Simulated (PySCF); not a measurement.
Isomers of C7H9 (doublet state). Method: PySCF 2.14.0, PBE0-D3(BJ)/def2-SVP geometry optimisation, gas phase. Energies are electronic, without zero-point or thermal terms, for one conformer each. No frequencies were run at this level. Point groups hold within 0.08 Å. The open-shell SCF solutions weren't tested for stability.

Question: Order them by energy at this level, lowest first, and give relative energies in kcal/mol.
A. `[H]/[C:1]=[CH:2]\[CH2:3][C:4](=[CH2:5])[CH:6]=[CH2:7]` (doublet state) with C1–C2–C3–C4 -124°, C2–C3–C4–C5 103°, C3–C4–C6–C7 -5°
B. `[CH:1]1[CH:2]=[CH:3][CH:4]=[CH:5][CH2:6][CH2:7]1` (doublet state) with C7–C1–C2–C3 -1°, C2–C3–C4–C5 -10°, C4–C5–C6–C7 45°, C5–C6–C7–C1 -68°

Answer: B (0.0), A (62.6).

| SMILES | E (Eh) | E rel (kcal/mol) | dipole (D) | point group | A, B, C (MHz) | ⟨S²⟩ |
| --- | --- | --- | --- | --- | --- | --- |
| [CH]1C=CC=CCC1 | -271.59061 | 0.0 | 0.62 | C2 | 3490, 3465, 1842 | 0.810 |
| [H]/[C]=C\CC(=C)C=C | -271.49079 | 62.6 | 0.91 | C1 | 3871, 1955, 1425 | 0.767 |
